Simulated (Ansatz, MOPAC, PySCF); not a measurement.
Complex: GeH4O (SMILES [OH][GeH3]) (first 6 atoms) with NH3 (SMILES N); geometry from B3LYP-D3(BJ)/def2-TZVP, rigid monomers moved along the line of their centres of mass till H3···N7 is 2.64 Å.
(charge 0, multiplicity 1):
```json
[
 {"atom": "O", "x (Å)": "-0.3625", "y (Å)": "0.7143", "z (Å)": "0.5752"},
 {"atom": "Ge", "x (Å)": "0.5148", "y (Å)": "-0.7074", "z (Å)": "-0.0353"},
 {"atom": "H", "x (Å)": "-0.4611", "y (Å)": "0.6907", "z (Å)": "1.5500"},
 {"atom": "H", "x (Å)": "1.9372", "y (Å)": "-0.7770", "z (Å)": "0.5683"},
 {"atom": "H", "x (Å)": "0.5841", "y (Å)": "-0.5258", "z (Å)": "-1.5584"},
 {"atom": "H", "x (Å)": "-0.2374", "y (Å)": "-2.0114", "z (Å)": "0.3202"},
 {"atom": "N", "x (Å)": "-0.8793", "y (Å)": "0.8927", "z (Å)": "4.1458"},
 {"atom": "H", "x (Å)": "-1.8564", "y (Å)": "1.0626", "z (Å)": "4.3565"},
 {"atom": "H", "x (Å)": "-0.6090", "y (Å)": "0.0342", "z (Å)": "4.6124"},
 {"atom": "H", "x (Å)": "-0.3402", "y (Å)": "1.6480", "z (Å)": "4.5540"}
]
```

Monomers are frozen at their geometry in the pair; levels with a basis set take the counterpoise correction.

Rows in 6-31G* carry no dispersion term and start afresh at each structure (6-31G* with six Cartesian d functions); the Pople sets are all-electron and without relativity. The state that PM6 reach isn't checked.

The values were computed with Ansatz (Gaussian orbitals); MOPAC for PM6 (differences of heats of formation); PySCF for 6-31G* rows, the dispersion terms. Values without a source in brackets are computed.

Question: What is the computed interaction energy (PM6)?

Answer: -10 kJ/mol

Ansatz is an electronic-structure program.
